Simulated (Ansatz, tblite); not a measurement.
Removing and adding an electron: Hg₆Se₆. The state is a singlet with charge 0. Geometry: PBE-D4/def2-SVP. Ansatz, gas phase; energy differences of separate SCF runs; the oxidised species was run as a doublet alone; the reduced species was run as a doublet alone.

| atom | x (Å) | y (Å) | z (Å) |
| --- | --- | --- | --- |
| Se1 | -0.947 | 2.362 | 2.118 |
| Hg2 | -2.115 | 1.304 | 0.098 |
| Hg3 | 1.464 | 2.009 | -0.079 |
| Se4 | -0.022 | 2.569 | -2.090 |
| Se5 | -2.918 | -0.565 | -1.460 |
| Hg6 | 0.139 | 0.042 | -2.483 |
| Hg7 | -0.139 | -0.042 | 2.483 |
| Se8 | 2.918 | 0.565 | 1.460 |
| Se9 | 0.022 | -2.569 | 2.090 |
| Hg10 | -1.464 | -2.009 | 0.079 |
| Hg11 | 2.115 | -1.304 | -0.098 |
| Se12 | 0.947 | -2.362 | -2.118 |

In the def2 sets Hg takes a core potential; there is no spin–orbit coupling. The xTB rows come from tblite. Single mean-field runs in def2-TZVP are fitted with def2-universal-jkfit.

```csv
level,−HOMO (eV),vertical IE (eV),−LUMO (eV),vertical EA (eV),HOMO–LUMO gap (eV),IE − EA (eV)
GFN2-xTB,12.32,13.89,10.09,8.52,2.23,5.37
HF/def2-TZVP,8.72,7.22,0.40,0.65,8.32,6.57
PBE0-D4/def2-TZVP,6.55,7.79,3.10,2.02,3.45,5.77
```

(1) Estimate the rows for GFN1-xTB, PBE-D4/def2-TZVP.

Results:

(1) 
```
           level  −HOMO (eV)  vertical IE (eV)  −LUMO (eV)  vertical EA (eV)  HOMO–LUMO gap (eV)  IE − EA (eV)
        GFN1-xTB       11.13             13.08        8.13              6.19                3.00          6.89
PBE-D4/def2-TZVP        5.55                 –        3.77              2.23                1.78             –
```

Relaxing the reduced species (PBE-D4/def2-SVP) changes its energy by -0.06 eV at PBE-D4/def2-TZVP, so the adiabatic electron affinity to this nearest minimum is 2.28 eV. At PBE0-D4/def2-TZVP that geometry lies 0.01 eV above the vertical one, so it gives no adiabatic value.  Run but left out: PBE-D4/def2-TZVP (charge +1 doublet: an occupied level 0.11 eV above an empty one).   Raw xTB energy differences between charge states are shifted by several eV; the methods need an empirical correction for them. Sets without diffuse functions give affinities that are too small.
